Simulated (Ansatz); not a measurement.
Ansatz results at the PBE0-D4/def2-TZVP geometry: HOMO–LUMO gap (B3LYP/def2-TZVPP) 7.41 eV; zero-point energy (PBE0-D4/def2-TZVP) 112.9 kJ/mol; LUMO energy (ωB97M-V/def2-TZVPP) 1.25 eV.

Question: Which molecule gave them?
A. `O[SiH](O)Br`
B. `C#C[SiH](C)Cl`
C. `F[SiH2][GeH3]`
D. `N[SiH]([SiH3])Cl`

Answer: C. The others give `C#C[SiH](C)Cl`: 7.46, 175.0, 1.54; `O[SiH](O)Br`: 8.53, 101.6, 2.09; `N[SiH]([SiH3])Cl`: 7.25, 162.2, 1.45.

B3LYP here is the variant with VWN-RPA as its local correlation; programs differ in this.
